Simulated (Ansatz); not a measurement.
```yaml
atoms:
  - { symbol: B, position_ang: [0.0000, 0.0000, 0.8347] }
  - { symbol: B, position_ang: [0.0000, 0.0000, -0.8347] }
```

Basis set: STO-3G (spherical functions). Frozen core: 2 orbitals. Correlation on ROHF uses semicanonical orbitals with singles. Charge 0, multiplicity 3.

Computed with Ansatz (development build ahead of 0.2.0); the reference of a correlated method needn't be the lowest determinant of its kind.

The atomization energy at this shape (free ground-state atoms in the same class of orbitals less the molecule, no zero-point energy) of triplet B₂:

| method | atomization energy |
| --- | --- |
| ROHF-CCSD(T) | 3.46 eV |
| ROHF-CCSD | 3.19 eV |

(1) What does UHF-CCSD give?

Results:

(1) 3.30 eV. Caution: the reference determinant was not shown to be the lowest; the shape is not the minimum. Caution for ROHF-CCSD(T), ROHF-CCSD: an unrestricted determinant lies well below; other determinants can give a lower correlated total. Caution for UHF-CCSD: the unrestricted determinant is a mixture of spin states.

This basis has no polarisation functions and is too small for such energies, which can lie far from measured ones in either direction.
